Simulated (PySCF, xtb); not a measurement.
hex-1-yne (C6H10), SMILES C#CCCCC. One conformer was computed; it need not be the lowest.

Harmonic wavenumbers (cm⁻¹) from GFN2-xTB (xtb) at its own minimum, in rising order: 43, 121, 172, 241, 297, 310, 405, 496, 638, 665, 777, 851, 881, 964, 974, 1032, 1097, 1107, 1144, 1173, 1230, 1275, 1317, 1350, 1357, 1416, 1454, 1484, 1491, 1504, 1514, 2296, 2942, 2961, 2966, 2970, 2981, 2987, 3024, 3035, 3043, 3398.

**Question.** What does PySCF 2.14.0 with PBE0-D3(BJ)/def2-SVP give at its own minimum? (The exact figures need the calculation; the answer reports its results.)

**Answer.** 55, 138, 190, 253, 314, 363, 425, 562, 689, 698, 738, 826, 849, 938, 953, 1010, 1096, 1104, 1136, 1212, 1251, 1311, 1340, 1368, 1388, 1405, 1438, 1456, 1461, 1473, 1480, 2245, 3049, 3055, 3059, 3062, 3103, 3107, 3119, 3141, 3149, 3491. Paired by order, the mean absolute difference is 45 cm⁻¹ and the zero-point energies are 87.7 and 89.3 kcal/mol.
